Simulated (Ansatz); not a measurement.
`CCBr` + HI → `BrCI` + CH₄ at 400 K and 1 bar (substitution at a C–C bond).

Calculated with Ansatz (gas phase, PBE0-D4/def2-TZVP geometries, no zero-point term in ΔE). CBS: MP2 limit from def2 TZ/QZ plus the TZ coupled-cluster correction, frozen cores. This one scheme is used for every species. def2 core potentials past Kr. For Br, I outer-core shells are correlated without core-valence functions, which leaves a few kJ/mol of doubt a bond. Scalar relativity is left out up to krypton.

```
species  CCSD(T)/CBS energy (Eh)  H − E (kJ/mol)  S (J/(mol·K))
 `CCBr`              -2652.43806           194.0          306.4
     HI               -298.03592            25.7          215.0
 `BrCI`              -2910.00605            91.8          324.6
    CH₄                -40.46206           131.3          197.2
```

H − E and S are ideal-gas, rigid-rotor, harmonic terms from PBE0-D4/def2-TZVP. 1 Eh = 2625.50 kJ/mol, R = 8.31446 J/(mol·K).

Task: By hand: ΔE, ΔH, ΔS and ΔG.

Result: ΔE = (-2910.00605) + (-40.46206) − (-2652.43806) − (-298.03592) = 0.00587 Eh = 15.4 kJ/mol. Δ(H − E) = 91.8 + 131.3 − 194.0 − 25.7 = 3.4, so ΔH = 18.8 kJ/mol. ΔS = 324.6 + 197.2 − 306.4 − 215.0 = 0.4 J/(mol·K). ΔG = 18.8 − 400 × (0.4)/1000 = 18.6 kJ/mol.

Task: By hand: the equilibrium constant, and the temperature at which ΔG would vanish if ΔH and ΔS stayed fixed.

Result: log₁₀ K = −ΔG/(RT ln 10) = -2.4. ΔG = 0 at ΔH/ΔS = 47000 K, far beyond where these terms or the molecules hold.

The number of gas molecules stays the same, so ΔS is small and ΔH decides. A doubt of 5 kJ/mol in ΔE shifts log₁₀ K by 0.7 here. These are equilibria of isolated gas molecules and say nothing of rates. Largest T1 diagnostic: 0.008 (customary marks: 0.02 for closed shells, 0.045 for open ones).
